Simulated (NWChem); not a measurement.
# C2H6OTe; SMILES [Te](OC)C

```xyz
10

Te     0.3506    -0.4704    -0.0243
C     -1.7342    -0.9781     0.0451
H     -1.8062    -2.0694    -0.0725
H     -2.2895    -0.4833    -0.7611
H     -2.1280    -0.6890     1.0278
O      0.1074     1.4174     0.6020
C     -0.2403     2.3734    -0.3619
H     -1.2335     2.1897    -0.8155
H     -0.2819     3.3480     0.1534
H      0.4966     2.4514    -1.1830
```
Atoms are numbered in this order, from 1.

Computed with NWChem. The geometry was optimised at PBE0/def2-SVP. No frequency run checked for a minimum. def2 effective core potentials on Te; no spin-orbit coupling. Ions are spin-unrestricted doublets at the neutral geometry; other ion states weren't tried.

For level B3LYP/def2-SVP:

```yaml
vertical ionisation energy, ΔSCF (eV): 8.09
"−ε(HOMO) (eV)": 5.62
```

Estimate the same quantities for level PBE/def2-SVP.


| Property | Value |
|---|---|
| vertical ionisation energy, ΔSCF (eV) | 7.91 |
| −ε(HOMO) (eV) | 4.73 |
